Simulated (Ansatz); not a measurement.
Isolated molecules relaxed with PBE0-D4/def2-TZVP in Ansatz; ΔE leaves out vibrations. CCSD(T)/CBS is the MP2 limit (def2-TZVPP, def2-QZVPP) plus CCSD(T) − MP2 in def2-TZVPP, frozen cores. This one scheme is used for every species. DFT in def2-TZVPP. For Ga outer-core shells are correlated without core-valence functions, which leaves a few kJ/mol of doubt a bond. Scalar relativity is left out up to krypton. One conformer a species, not always the lowest.

Reaction (redistribution): `B[O][GaH2]` + `BN[SiH](C)C` → `C[SiH](C)[NH][GaH2]` + `BOB`

Q: Is it downhill or uphill in electronic energy at CCSD(T)/CBS, and by how much? (An estimate is asked.)

A: Ansatz gave: Uphill: ΔE = +25.1 kJ/mol.

Q: What do these levels give: revPBE-D4, B2PLYP, BHLYP, CCSD(T)/def2-TZVPP, SCS-MP2/def2-QZVPP, CCSD/CBS(def2)? (Best estimate.)

A: The calculation gave: revPBE-D4 38.1, B2PLYP 35.0, BHLYP 34.2, CCSD(T)/def2-TZVPP 30.2, SCS-MP2/def2-QZVPP 26.9, CCSD/CBS(def2) 24.6 kJ/mol.

Largest T1 diagnostic among the species: 0.016.

Leaving LDA and LC-ωPBE aside and taking each functional with its dispersion term where it has one, the values, not all of them listed here, spread over 10.0 kJ/mol, from BHLYP-D4 to PBE-D4. From BLYP to BHLYP (50 % exact exchange), in def2-TZVPP and without D4, ΔE moves by −8.9 kJ/mol. The D4 term adds −4.3 kJ/mol with B3LYP and −2.3 kJ/mol with PBE0; it sums over pairs of atoms, weighted by their polarisabilities, and B3LYP, whose exchange is more repulsive, gets the larger term.

B3LYP here is the variant with VWN-RPA as its local correlation; programs differ in this.
